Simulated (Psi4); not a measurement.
Two rigid molecules brought together: H3ClSi ··· H3ClSi (SMILES [SiH3]Cl and [SiH3]Cl). Monomers: optimised at B3LYP-D3(BJ) (def2-TZVP), held rigid. Orientation: a random orientation, not optimised. The monomers approach along the line of their centres of mass (distance R); nothing else relaxes.

Geometry at R = 5.63 Å (first 5 atoms: monomer A):
```
10

Si    -0.1325     0.0017    -0.0008
Cl     1.9336    -0.0247     0.0116
H     -0.6064    -0.9436    -1.0303
H     -0.5810     1.3724    -0.3141
H     -0.6137    -0.4057     1.3336
Si    -2.3575     3.1573     2.4825
Cl    -2.5931     4.8455     1.3144
H     -3.6371     2.4223     2.5057
H     -1.9812     3.5803     3.8454
H     -1.2944     2.3228     1.8896
```

Computed with: PBE/def2-TZVP, counterpoise-corrected (Psi4); PBE-D3(BJ)/def2-TZVP, counterpoise-corrected (Psi4); B3LYP-D3(BJ)/def2-TZVP, counterpoise-corrected (Psi4); SAPT0/jun-cc-pVDZ, frozen core (Psi4).

Interaction energies in kcal/mol; the last columns give the difference from SAPT0:

```json
[
 {"R / Å": "5.02", "PBE/def2-TZVP": "2.81", "PBE-D3(BJ)/def2-TZVP": "1.34", "B3LYP-D3(BJ)/def2-TZVP": "1.62", "SAPT0/jun-cc-pVDZ": "3.54", "PBE/def2-TZVP − SAPT0/jun-cc-pVDZ": "-0.73", "PBE-D3(BJ)/def2-TZVP − SAPT0/jun-cc-pVDZ": "-2.19", "B3LYP-D3(BJ)/def2-TZVP − SAPT0/jun-cc-pVDZ": "-1.92"},
 {"R / Å": "5.21", "PBE/def2-TZVP": "1.53", "PBE-D3(BJ)/def2-TZVP": "0.25", "B3LYP-D3(BJ)/def2-TZVP": "0.42", "SAPT0/jun-cc-pVDZ": "1.98", "PBE/def2-TZVP − SAPT0/jun-cc-pVDZ": "-0.46", "PBE-D3(BJ)/def2-TZVP − SAPT0/jun-cc-pVDZ": "-1.73", "B3LYP-D3(BJ)/def2-TZVP − SAPT0/jun-cc-pVDZ": "-1.56"},
 {"R / Å": "5.44", "PBE/def2-TZVP": "0.64", "PBE-D3(BJ)/def2-TZVP": "-0.42", "B3LYP-D3(BJ)/def2-TZVP": "-0.30", "SAPT0/jun-cc-pVDZ": "0.88", "PBE/def2-TZVP − SAPT0/jun-cc-pVDZ": "-0.24", "PBE-D3(BJ)/def2-TZVP − SAPT0/jun-cc-pVDZ": "-1.30", "B3LYP-D3(BJ)/def2-TZVP − SAPT0/jun-cc-pVDZ": "-1.19"},
 {"R / Å": "5.63", "PBE/def2-TZVP": "0.25", "PBE-D3(BJ)/def2-TZVP": "-0.65", "B3LYP-D3(BJ)/def2-TZVP": "-0.55", "SAPT0/jun-cc-pVDZ": "0.38", "PBE/def2-TZVP − SAPT0/jun-cc-pVDZ": "-0.14", "PBE-D3(BJ)/def2-TZVP − SAPT0/jun-cc-pVDZ": "-1.04", "B3LYP-D3(BJ)/def2-TZVP − SAPT0/jun-cc-pVDZ": "-0.93"},
 {"R / Å": "5.86", "PBE/def2-TZVP": "0.00", "PBE-D3(BJ)/def2-TZVP": "-0.72", "B3LYP-D3(BJ)/def2-TZVP": "-0.61", "SAPT0/jun-cc-pVDZ": "0.08", "PBE/def2-TZVP − SAPT0/jun-cc-pVDZ": "-0.07", "PBE-D3(BJ)/def2-TZVP − SAPT0/jun-cc-pVDZ": "-0.80", "B3LYP-D3(BJ)/def2-TZVP − SAPT0/jun-cc-pVDZ": "-0.68"},
 {"R / Å": "6.03", "PBE/def2-TZVP": "-0.08", "PBE-D3(BJ)/def2-TZVP": "-0.70", "B3LYP-D3(BJ)/def2-TZVP": "-0.57", "SAPT0/jun-cc-pVDZ": "-0.03", "PBE/def2-TZVP − SAPT0/jun-cc-pVDZ": "-0.05", "PBE-D3(BJ)/def2-TZVP − SAPT0/jun-cc-pVDZ": "-0.67", "B3LYP-D3(BJ)/def2-TZVP − SAPT0/jun-cc-pVDZ": "-0.54"},
 {"R / Å": "6.36", "PBE/def2-TZVP": "-0.12", "PBE-D3(BJ)/def2-TZVP": "-0.57", "B3LYP-D3(BJ)/def2-TZVP": "-0.43", "SAPT0/jun-cc-pVDZ": "-0.09", "PBE/def2-TZVP − SAPT0/jun-cc-pVDZ": "-0.03", "PBE-D3(BJ)/def2-TZVP − SAPT0/jun-cc-pVDZ": "-0.48", "B3LYP-D3(BJ)/def2-TZVP − SAPT0/jun-cc-pVDZ": "-0.34"},
 {"R / Å": "6.62", "PBE/def2-TZVP": "-0.11", "PBE-D3(BJ)/def2-TZVP": "-0.45", "B3LYP-D3(BJ)/def2-TZVP": "-0.32", "SAPT0/jun-cc-pVDZ": "-0.08", "PBE/def2-TZVP − SAPT0/jun-cc-pVDZ": "-0.02", "PBE-D3(BJ)/def2-TZVP − SAPT0/jun-cc-pVDZ": "-0.36", "B3LYP-D3(BJ)/def2-TZVP − SAPT0/jun-cc-pVDZ": "-0.24"},
 {"R / Å": "7.15", "PBE/def2-TZVP": "-0.05", "PBE-D3(BJ)/def2-TZVP": "-0.24", "B3LYP-D3(BJ)/def2-TZVP": "-0.16", "SAPT0/jun-cc-pVDZ": "-0.04", "PBE/def2-TZVP − SAPT0/jun-cc-pVDZ": "-0.01", "PBE-D3(BJ)/def2-TZVP − SAPT0/jun-cc-pVDZ": "-0.20", "B3LYP-D3(BJ)/def2-TZVP − SAPT0/jun-cc-pVDZ": "-0.12"},
 {"R / Å": "7.84", "PBE/def2-TZVP": "0.00", "PBE-D3(BJ)/def2-TZVP": "-0.10", "B3LYP-D3(BJ)/def2-TZVP": "-0.07", "SAPT0/jun-cc-pVDZ": "0.00", "PBE/def2-TZVP − SAPT0/jun-cc-pVDZ": "0.00", "PBE-D3(BJ)/def2-TZVP − SAPT0/jun-cc-pVDZ": "-0.10", "B3LYP-D3(BJ)/def2-TZVP − SAPT0/jun-cc-pVDZ": "-0.06"},
 {"R / Å": "8.81", "PBE/def2-TZVP": "0.02", "PBE-D3(BJ)/def2-TZVP": "-0.02", "B3LYP-D3(BJ)/def2-TZVP": "-0.02", "SAPT0/jun-cc-pVDZ": "0.02", "PBE/def2-TZVP − SAPT0/jun-cc-pVDZ": "0.00", "PBE-D3(BJ)/def2-TZVP − SAPT0/jun-cc-pVDZ": "-0.04", "B3LYP-D3(BJ)/def2-TZVP − SAPT0/jun-cc-pVDZ": "-0.04"},
 {"R / Å": "10.10", "PBE/def2-TZVP": "0.02", "PBE-D3(BJ)/def2-TZVP": "0.00", "B3LYP-D3(BJ)/def2-TZVP": "0.00", "SAPT0/jun-cc-pVDZ": "0.02", "PBE/def2-TZVP − SAPT0/jun-cc-pVDZ": "-0.01", "PBE-D3(BJ)/def2-TZVP − SAPT0/jun-cc-pVDZ": "-0.02", "B3LYP-D3(BJ)/def2-TZVP − SAPT0/jun-cc-pVDZ": "-0.02"}
]
```

PBE/def2-TZVP is furthest from SAPT0/jun-cc-pVDZ at 5.02 (-0.73 kcal/mol, below); its mean absolute difference over the points is 0.15 kcal/mol.

PBE-D3(BJ)/def2-TZVP is furthest from SAPT0/jun-cc-pVDZ at 5.02 (-2.19 kcal/mol, below); its mean absolute difference over the points is 0.74 kcal/mol.

B3LYP-D3(BJ)/def2-TZVP is furthest from SAPT0/jun-cc-pVDZ at 5.02 (-1.92 kcal/mol, below); its mean absolute difference over the points is 0.64 kcal/mol.
